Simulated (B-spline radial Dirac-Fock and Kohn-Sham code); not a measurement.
The computed values come from a B-spline atomic structure program: Dirac-Fock ΔSCF + Breit + QED. Free neutral atoms up to Cf, the lines Kα1, Kβ1, Lα1, Lβ1, Lβ2, Lγ1, Lℓ and Mα1 where both subshells are closed (so no Lα of most 3d metals and no Mα of most lanthanides); Na, Y were not searched.

Question: Tb Lα1 is computed at 6273.6 eV. Which of the searched lines of other elements lie within 78 eV and could overlap it in an energy-dispersive spectrum?

Answer: Pr Lγ1 at 6321.8 eV (+48); Pm Lβ2 at 6333.3 eV (+60); Tm Lℓ at 6335.9 eV (+62); Sm Lβ1 at 6205.7 eV (-68).
